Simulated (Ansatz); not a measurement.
A run of Ansatz (development build ahead of 0.2.0) on singlet H6 at this shape:

```yaml
atoms:
  - { symbol: H, position_ang: [1.5000, 0.0000, 0.0000] }
  - { symbol: H, position_ang: [0.7500, 1.2990, 0.0000] }
  - { symbol: H, position_ang: [-0.7500, 1.2990, 0.0000] }
  - { symbol: H, position_ang: [-1.5000, 0.0000, 0.0000] }
  - { symbol: H, position_ang: [-0.7500, -1.2990, 0.0000] }
  - { symbol: H, position_ang: [0.7500, -1.2990, 0.0000] }
```

Its results:

```yaml
Converged: yes
Total_energy: -3.05793 hartree
Spin_squared_of_the_determinant: 0.000
Stability_test: minimum among restricted orbitals
```

Problem. Which input gives this output? Name the method, the orbitals and the basis set, and write the input.

Solution. RHF in pcseg-2. An unrestricted run that stays on the closed shell gives the same numbers.

```yaml
crystal:
  periodic: [false, false, false]
  atoms:
    - { symbol: H, position_ang: [1.5, 0.0, 0.0] }
    - { symbol: H, position_ang: [0.75, 1.299, 0.0] }
    - { symbol: H, position_ang: [-0.75, 1.299, 0.0] }
    - { symbol: H, position_ang: [-1.5, 0.0, 0.0] }
    - { symbol: H, position_ang: [-0.75, -1.299, 0.0] }
    - { symbol: H, position_ang: [0.75, -1.299, 0.0] }
basis:
  gaussian: { orbitals: pcseg-2 }
hamiltonian:
  xc: hf
```

Caution: in another basis set an unrestricted determinant lies well below.
